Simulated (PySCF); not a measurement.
Cl2Zn, SMILES [Cl][Zn][Cl] (connectivity only; charge and spin as stated), charge -1, multiplicity 2. Atoms are numbered in the order given.

```xyz
3

Zn     0.0000     0.0000     0.6265
Cl     0.0000    -1.9791    -0.5528
Cl     0.0000     1.9791    -0.5528
```
Charge -1, spin multiplicity 2.

Geometry: PBE0-D3(BJ)/def2-SVPD. The multiplicity is an assumed one; other spin states were not compared. The isomer is the one that the SMILES or the coordinates give; other isomers of the formula were not compared.

Level of theory: PBE/def2-TZVPD in PySCF.

Mulliken values depend strongly on the basis, most of all with diffuse functions as here. Atomic charges (e):

| atom | Mulliken | meta-Löwdin | Mulliken spin |
|---|---|---|---|
| Zn1 | -0.16 | (withheld) | 0.94 |
| Cl2 | -0.42 | (withheld) | 0.03 |
| Cl3 | -0.42 | (withheld) | 0.03 |

Problem. Complete the blanks. (Estimate from the structure and the level; the computed values follow.)

Solution. 
- Zn1, meta-Löwdin: 0.62
- Cl2, meta-Löwdin: -0.81
- Cl3, meta-Löwdin: -0.81
